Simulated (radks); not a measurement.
Values are calculated unless marked as measured or tabulated.
Orbital eigenvalues (eV) of the antimony ion Sb2+, [Kr] 4d10 5s2 5p1, of relativity; Dirac values are averaged over j with weights 2j + 1. Spin-unpolarised spherical Kohn-Sham, BLYP, point nucleus unless stated (finite: rms radius 4.6802 fm), a radial shooting solver on a logarithmic mesh with Libxc functionals. A level marked "c x" has the speed of light scaled by that factor and shares open shells by 2j + 1; other Dirac levels either fill j = l - 1/2 first or share by 2j + 1.

| shell | non-rel. |
|---|---|
| 1s | -29194 |
| 2s | -4354.0 |
| 2p | -4081.0 |
| 3s | -865.49 |
| 3p | -752.13 |
| 3d | -541.62 |
| 4s | -155.78 |
| 4p | -117.42 |
| 4d | -53.224 |
| 5s | -28.155 |
| 5p | -20.007 |

Give the values at the level "Dirac, low j first".

Answer. 
shell  Dirac, low j first  change of magnitude (%)
1s                 -30308                    +3.82
2s                -4626.0                    +6.25
2p                -4161.4                    +1.97
3s                -921.33                    +6.45
3p                -769.07                    +2.25
3d                -533.54                    -1.49
4s                -166.69                    +7.00
4p                -119.91                    +2.13
4d                -51.421                    -3.39
5s                -29.272                    +3.97
5p                -20.000                    -0.04
